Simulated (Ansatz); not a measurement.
Geometry optimisation, RHF/def2-SVP (Ansatz).

Input file:

```yaml
crystal:
  periodic: [false, false, false]
  atoms:
    - { symbol: Sn, position_ang: [-0.149344, -0.146887, 0.080542] }
    - { symbol: C, position_ang: [-0.09539, -0.044715, 2.236597] }
    - { symbol: H, position_ang: [-0.768999, -0.78228, 2.67281] }
    - { symbol: H, position_ang: [0.90855, -0.251394, 2.612743] }
    - { symbol: H, position_ang: [-0.427021, 0.934993, 2.587324] }
    - { symbol: H, position_ang: [1.414668, -0.361514, -0.568936] }
    - { symbol: H, position_ang: [-0.899221, 1.242842, -0.571288] }
    - { symbol: H, position_ang: [-1.09195, -1.519104, -0.348589] }
    - { symbol: F, position_ang: [1.626114, 2.092932, 1.215876] }
    - { symbol: H, position_ang: [1.393594, 1.714327, 2.008021] }
basis:
  gaussian: { orbitals: def2-SVP }
hamiltonian:
  xc: hf
relax:
  f_tol: 0.03
  max_steps: 50
output:
  orbitals: {}
```

Launched with:

```bash
$ ansatz run input.yaml --threads 2 --pin off --max-ram 3072MiB --backend cpu --events-out ev --progress --plain --runs-dir out
```

Problem. Where does it end, and by what steps?

Solution. The forces met the threshold. The force dipped under the threshold on the way, but the program's further checks kept it going. After 48 steps the energy has fallen by 0.127 eV; H10 moved furthest, 1.41 Å.

```json
{"step": "0", "energy less start (eV)": "0.0000", "largest force component (eV/Å)": "0.367", "accepted": "yes"}
{"step": "2", "energy less start (eV)": "-0.0546", "largest force component (eV/Å)": "0.694", "accepted": "yes"}
{"step": "4", "energy less start (eV)": "-0.0638", "largest force component (eV/Å)": "0.428", "accepted": "yes"}
{"step": "6", "energy less start (eV)": "-0.0654", "largest force component (eV/Å)": "0.853", "accepted": "no"}
{"step": "8", "energy less start (eV)": "-0.0718", "largest force component (eV/Å)": "0.019", "accepted": "yes"}
{"step": "10", "energy less start (eV)": "-0.0722", "largest force component (eV/Å)": "0.240", "accepted": "yes"}
{"step": "12", "energy less start (eV)": "-0.0749", "largest force component (eV/Å)": "0.380", "accepted": "yes"}
{"step": "14", "energy less start (eV)": "-0.0798", "largest force component (eV/Å)": "0.136", "accepted": "yes"}
{"step": "16", "energy less start (eV)": "-0.0830", "largest force component (eV/Å)": "0.588", "accepted": "no"}
{"step": "18", "energy less start (eV)": "-0.0874", "largest force component (eV/Å)": "0.206", "accepted": "yes"}
{"step": "20", "energy less start (eV)": "-0.0891", "largest force component (eV/Å)": "0.168", "accepted": "yes"}
{"step": "22", "energy less start (eV)": "-0.0938", "largest force component (eV/Å)": "0.137", "accepted": "yes"}
{"step": "24", "energy less start (eV)": "-0.0943", "largest force component (eV/Å)": "0.851", "accepted": "no"}
{"step": "26", "energy less start (eV)": "-0.1021", "largest force component (eV/Å)": "0.326", "accepted": "yes"}
{"step": "28", "energy less start (eV)": "-0.0905", "largest force component (eV/Å)": "1.458", "accepted": "no"}
{"step": "30", "energy less start (eV)": "-0.1122", "largest force component (eV/Å)": "0.081", "accepted": "yes"}
{"step": "32", "energy less start (eV)": "-0.1140", "largest force component (eV/Å)": "0.062", "accepted": "yes"}
{"step": "34", "energy less start (eV)": "-0.1158", "largest force component (eV/Å)": "0.481", "accepted": "yes"}
{"step": "36", "energy less start (eV)": "-0.1112", "largest force component (eV/Å)": "0.892", "accepted": "no"}
{"step": "38", "energy less start (eV)": "-0.1209", "largest force component (eV/Å)": "0.388", "accepted": "yes"}
{"step": "40", "energy less start (eV)": "-0.1251", "largest force component (eV/Å)": "0.239", "accepted": "yes"}
{"step": "42", "energy less start (eV)": "-0.1262", "largest force component (eV/Å)": "0.064", "accepted": "yes"}
{"step": "44", "energy less start (eV)": "-0.1095", "largest force component (eV/Å)": "0.944", "accepted": "no"}
{"step": "46", "energy less start (eV)": "-0.1273", "largest force component (eV/Å)": "0.064", "accepted": "yes"}
{"step": "48", "energy less start (eV)": "-0.1274", "largest force component (eV/Å)": "0.004", "accepted": "yes"}
```

```xyz
10
Properties=species:S:1:pos:R:3
Sn -0.141 -0.182 0.198
C -0.340 -0.319 2.342
H -1.389 -0.429 2.620
H 0.214 -1.179 2.722
H 0.055 0.589 2.796
H 1.504 0.103 -0.220
H -1.088 1.094 -0.435
H -0.618 -1.650 -0.551
F 1.540 2.610 1.490
H 2.174 2.242 0.963
```

Run time: 83 s on 2 threads of Intel(R) Xeon(R) Platinum 8375C CPU @ 2.90GHz (Ice Lake), with other jobs on the host, peak memory 0.19 GiB.
